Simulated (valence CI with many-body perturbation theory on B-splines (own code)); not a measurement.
**La25+: key properties**

Level of theory: relativistic CI+MBPT: four valence electrons over a frozen Dirac-Fock core [Ar] 3d10, a basis of 11 s, 11 p, 9 d, 7 f, 5 g, 2 h, 1 i functions for each j, with the one-electron correlation potential Σ1, the two-electron term Σ2, the three-electron term Σ3, Breit, model QED; selected CI, second order for the rest (own B-spline code, finite nucleus).

No measured levels were compared; by estimate levels hold to about 250 cm⁻¹ or 0.2 % of their energy and the worst to 1 %, as in measured heavy ions of charge 2 to 7; those with d or f electrons hold less well.

Levels are named by their leading jj configuration (3d3/2^4 stands for four electrons in 3d with j = 3/2), which in mixed levels can hold well under half, so a name can repeat and another be missing.

Rates and lifetimes use the calculated energies. Strong lines usually hold to 10 to 20 %, long lifetimes can be off by a factor of two.

Question: What is the ground level?

Answer: (4s^2 4p1/2^2) J=0, composition 75 % 4s2 4p2 3P + 24 % 4s2 4p2 1S.

Question: How well does LS coupling describe the low levels?

Answer: Among the lowest 20 levels the leading LS term, summed over configurations, holds 67 % on average. For single configurations the figures are 64 % in LS and 87 % in jj coupling. Terms mix most in the J = 2 level at 125.44 eV, where the leading one holds 42 %.

Question: Where does the other parity begin?

Answer: At (4s 4p1/2^2 4p3/2) J=2, 75.24 eV.

Question: What is the ionisation energy?

Answer: 867 eV; NIST lists 865 ± 4 eV (theoretical).

Question: Among levels below 222.82 eV, which E1 lines absorb most strongly from the ground level?

Answer: to (4s^2 4p1/2 4d3/2) J=1 at 9.692 nm, f = 1.54; to (4s 4p1/2^2 4p3/2) J=1 at 14.58 nm, f = 0.413; to (4s 4p1/2 4p3/2^2) J=1 at 10.98 nm, f = 0.171.
